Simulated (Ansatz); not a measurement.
The lowest doublet and quartet of HSi (SMILES [SiH]); geometries from B3LYP-D3(BJ)/def2-TZVP, each state relaxed from the structure named, with no frequency check.
Doublet (charge 0, multiplicity 2):
```xyz
2

Si     0.00000     0.00000    -0.10197
H      0.00000     0.00000     1.42756
```
Quartet (charge 0, multiplicity 4):
```
atom   x (Å)   y (Å)    z (Å)
----  ------  ------  -------
Si    0.0000  0.0000  -0.1004
H     0.0000  0.0000   1.4055
```

A positive gap puts the quartet lower; no zero-point energy. U- takes an unrestricted doublet. The quartet is unrestricted in single-reference levels. Active spaces average the two states.

Frozen-core correlation.

Run with Ansatz (Gaussian basis) for Hartree–Fock, density functionals and correlated methods. 

Question: Estimate the gap E(doublet) − E(quartet), adiabatic that U-CCSDT/cc-pV(D+d)Z returns for this input.

Answer: -36.3 kcal/mol

Question: Predict the gap E(doublet) − E(quartet), adiabatic from FIC-MRCISD+Q on SA-CASSCF(5,5)/cc-pV(Q+d)Z.

Answer: -39.8 kcal/mol

Question: What is the computed gap E(doublet) − E(quartet), adiabatic (U-HF/cc-pV(Q+d)Z)?

Answer: -22.5 kcal/mol

Ansatz is a program for electronic structure.
